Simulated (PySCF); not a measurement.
Species: C₄H₈F₂O₂.
Bonds: C1–C2, C2–O3, O3–C4, C4–F5, C4–F6, C4–O7, O7–C8. Hydrogens: H9, H10, H11 on C1; H12, H13 on C2; H14, H15, H16 on C8.

The computed photoelectron lines, unassigned: C 1s: 290.96 (area 1), 292.67 (area 1), 292.74 (area 1), 298.25 (area 1) eV; O 1s: 539.42 (area 1), 539.58 (area 1) eV; F 1s: 693.06 eV.

Theory: delta-SCF UKS SCAN, pcX-2 on the ionised atom, pcseg-1 elsewhere, spin-free X2C in PySCF. Isolated species at its PBE0-D3(BJ)/def2-SVP geometry (one conformer only).

Q: Order the oxygen atoms by O 1s binding energy.

A: 539.42 eV: O3 (ether oxygen); 539.58 eV: O7 (ether oxygen). The 2 O 1s values lie within 0.16 eV of each other; Gaussian lines of 0.5 eV full width would blend them into one maximum.

Bonded neighbours of each site: C1: C and 3 H; C2: O, C and 2 H; O3: 2 C; C4: 2 F and 2 O; F5/F6: C; O7: 2 C; C8: O and 3 H.

Q: What is the longest wavelength that can ionise O 1s of O7 vertically?

A: λ = hc/E = 12398.42 eV Å / 539.58 eV = 22.978 Å.

One atom of each set of topologically equivalent atoms was ionised and stands for the set; in this conformer not all members are related by symmetry, and their own values weren't computed.

The values belong to the conformer `[CH3:1][CH2:2][O:3][C:4]([F:5])([F:6])[O:7][CH3:8]`: C1–C2–O3–C4 95°, C2–O3–C4–F5 57°, O3–C4–O7–C8 -57°.
